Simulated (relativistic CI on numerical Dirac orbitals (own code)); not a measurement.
**Zn³⁺: 3s photoemission**

Computed with this model: Dirac-Coulomb-Breit CI, orbitals from a KLI potential per configuration, QED by a radiative potential, valence Slater integrals scaled by 0.8, multiplet model of photoemission in the sudden approximation; configurations [Ar] 3d9 → [Ne] 3s 3p6 3d9; 300 K; Lorentzian 1.5 eV and Gaussian 0.6 eV FWHM. Energies are those of the free ion, without screening or charge transfer. The energies are binding energies and can lie tens of eV above those of solids. Without intra-shell correlation the exchange splitting of an s hole comes out too large, often by half or more. S is read from ⟨S²⟩ = S(S + 1).

Computed curve for free ion, scaled to 100 at the maximum (points under 2 are left out and the grid is thinned):

(Energy (eV), Intensity): (187.8, 2.0), (188.2, 2.3), (188.6, 2.7), (189.0, 3.2), (189.2, 3.5), (189.6, 4.2), (190.0, 5.1), (190.4, 6.4), (190.8, 8.3), (191.2, 11.1), (191.6, 15.5), (192.0, 23.1), (192.2, 28.9), (192.6, 47.0), (193.0, 75.0), (193.4, 98.7), (193.8, 92.7), (194.2, 64.8), (194.6, 40.2), (195.0, 25.8), (195.2, 21.3), (195.6, 15.5), (196.0, 12.5), (196.4, 11.2), (196.8, 11.5), (197.2, 13.6), (197.6, 18.6), (198.0, 26.8), (198.2, 30.8), (198.6, 32.9), (199.0, 25.3), (199.4, 16.3), (199.8, 10.4), (200.2, 7.1), (200.6, 5.2), (201.0, 4.0), (201.2, 3.5), (201.6, 2.8), (202.0, 2.4), (202.4, 2.0)

The ground state has S = 0.50, and the centroid lies at 194.69 eV.
